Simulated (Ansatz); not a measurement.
**Molecular dynamics of AlFH₆O₂Si₂**

Input file:

```yaml
crystal:
  periodic: [false, false, false]
  atoms:
    - { symbol: Al, position_ang: [-0.240112, -0.042905, -0.206301] }
    - { symbol: O, position_ang: [-0.849694, -0.241449, 1.366254] }
    - { symbol: Si, position_ang: [-1.501023, -0.409837, 2.934684] }
    - { symbol: H, position_ang: [-2.717364, -1.312986, 2.889445] }
    - { symbol: H, position_ang: [-0.466665, -1.01917, 3.8606] }
    - { symbol: H, position_ang: [-1.907298, 0.946932, 3.474305] }
    - { symbol: O, position_ang: [1.168419, -0.79739, -0.781553] }
    - { symbol: Si, position_ang: [2.575453, -1.530327, -1.41055] }
    - { symbol: H, position_ang: [2.192842, -2.724586, -2.261782] }
    - { symbol: H, position_ang: [3.341327, -0.536988, -2.2614] }
    - { symbol: H, position_ang: [3.465544, -1.996574, -0.275344] }
    - { symbol: F, position_ang: [-1.100529, 0.983079, -1.280459] }
basis:
  gaussian: { orbitals: "6-31G" }
hamiltonian:
  xc: pbe
  dispersion: d4
md:
  timestep: 2.0
  n_steps: 40
  ensemble: nvt_langevin
  temperature: 300.0
  initial_velocities: maxwell_boltzmann
  seed: 176311
  friction: 0.001
```

Run as:

```bash
$ ansatz run input.yaml --threads 1 --pin off --max-ram 2048MiB --backend cpu --events-out ev --progress --plain --runs-dir out
```

It starts from a relaxed structure.

Output, in part (step lines, the closing report, with atoms numbered from 0):

```
md step     0: t =     0.00 fs  T =   275.0 K  F+E_penalty+E_count = -29242.52564332 eV  E_kin = 0.426558 eV  (26 SCF iters)
[... lines left out ...]
Total energy: -29242.34602813 eV, -1074.6363953599 hartree
Atom 0 at    -0.190767    -0.054899    -0.122407 Å, force     0.169724     0.937786    -0.472460 eV/Å
Atom 1 at    -1.048321    -0.245680     1.325195 Å, force     0.062104    -0.013130    -0.233515 eV/Å
Atom 2 at    -1.832190    -0.708324     2.769406 Å, force     0.631761    -0.532291    -0.339504 eV/Å
Atom 3 at    -3.039298    -1.506022     2.354333 Å, force    -0.222309    -0.073524     0.191940 eV/Å
Atom 4 at    -0.842662    -1.590113     3.547190 Å, force    -0.338305     0.168321     0.016642 eV/Å
Atom 5 at    -2.179144     0.517155     3.534483 Å, force    -0.192067     0.301703     0.319757 eV/Å
Atom 6 at     1.129562    -0.971076    -0.675523 Å, force     0.629376    -0.297451    -0.227303 eV/Å
Atom 7 at     2.540941    -1.518542    -1.516910 Å, force    -1.309584    -0.305741    -0.036300 eV/Å
Atom 8 at     2.171412    -2.724670    -2.334122 Å, force    -0.169329    -0.099847    -0.248566 eV/Å
Atom 9 at     3.144332    -0.507456    -2.417289 Å, force     0.141774     0.521487    -0.239867 eV/Å
Atom 10 at     3.533781    -2.033493    -0.583659 Å, force     0.749637    -0.124486     0.834232 eV/Å
Atom 11 at    -0.484617     1.344678    -1.124736 Å, force    -0.152781    -0.482828     0.434943 eV/Å
Dipole moment:     0.037102    -0.366718     0.307043 e Å
```

The steps, from the saved trajectory:

```tsv
time (fs)	T (K)	potential energy less start (eV)
0	275	0.000
2	250	0.045
4	216	0.101
6	219	0.104
8	196	0.140
10	153	0.205
12	153	0.212
14	179	0.162
16	189	0.142
18	175	0.173
20	178	0.164
22	202	0.130
24	185	0.159
26	163	0.207
28	169	0.195
30	193	0.147
32	184	0.162
34	155	0.218
36	179	0.189
38	199	0.153
40	182	0.200
42	153	0.241
44	181	0.201
46	210	0.147
48	198	0.169
50	195	0.194
52	231	0.124
54	253	0.088
56	229	0.122
58	226	0.134
60	245	0.105
62	241	0.107
64	202	0.169
66	185	0.192
68	212	0.155
70	216	0.161
72	201	0.200
74	210	0.197
76	232	0.151
78	242	0.138
80	220	0.180
```

The run went to its last step. The mean temperature of the second half is 29 % below the set value. A step of 2 fs is long for free X–H stretches (periods near 10 fs) and can bias their spread and the temperature. A run of 0.08 ps of so small a system gives no equilibrium averages. Limits of this set-up: no polarisation functions.

The same pairs are bonded in the first frame and the last. Pairs count as bonded within 1.25 times the sum of covalent radii (0.12 Å more for H–H).

Last frame:

```xyz
12
Properties=species:S:1:pos:R:3
Al -0.191 -0.055 -0.122
O -1.048 -0.246 1.325
Si -1.832 -0.708 2.769
H -3.039 -1.506 2.354
H -0.843 -1.590 3.547
H -2.179 0.517 3.534
O 1.130 -0.971 -0.675
Si 2.541 -1.518 -1.517
H 2.171 -2.725 -2.334
H 3.144 -0.507 -2.417
H 3.534 -2.034 -0.584
F -0.485 1.345 -1.125
```

Run time: 3 min on 1 thread of Arm Neoverse V2 (shared host), peak memory 0.13 GiB.
